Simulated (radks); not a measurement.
Valence configurations of Rh II (all share [Kr]). All-electron calculation, Dirac Kohn-Sham, PBEsol, spin-unpolarised, spherical densities, finite nucleus; open shells are shared between the two j in proportion to 2j + 1; Fermi nuclear charge, rms radius 4.4945 fm. Program: a radial shooting solver on a logarithmic mesh with Libxc functionals. Energies are relative to 4d8; eigenvalues in eV.

\begin{tabular}{lrrrrrr}
valence & E (eV) & e(4d3/2) & e(4d5/2) & e(5p1/2) & e(5p3/2) & e(5s1/2) \\ \hline
4d8 & 0.000 & -13.830 & -13.427 & - & - & - \\
4d7 5p1 & 8.814 & -18.292 & -17.853 & -8.030 & -7.740 & - \\
4d7.5 5p0.5 & 4.068 & -16.051 & -15.630 & -7.169 & -6.909 & - \\
4d7.5 5s0.5 & 1.627 & -15.368 & -14.950 & - & - & -11.447 \\
4d7 5s0.5 5p0.5 & 6.233 & -17.639 & -17.202 & -7.655 & -7.370 & -12.600 \\
4d6 5p2 & 20.479 & -22.812 & -22.335 & -9.582 & -9.226 & - \\
4d6.5 5s0.5 5p1 & 11.550 & -19.922 & -19.466 & -8.491 & -8.175 & -13.697 \\
4d7 5s1 & 3.680 & -16.969 & -16.534 & - & - & -12.155 \\
4d6 5s2 & 9.186 & -20.328 & -19.861 & - & - & -13.551 \\
4d6.5 5s1 5p0.5 & 8.856 & -19.282 & -18.829 & -8.133 & -7.823 & -13.287 \\
\end{tabular}

NIST lists [Kr] 4d8 as the ground configuration; this level of theory agrees among the configurations tried. The energies are those of spherical spin-averaged densities, not of single terms.
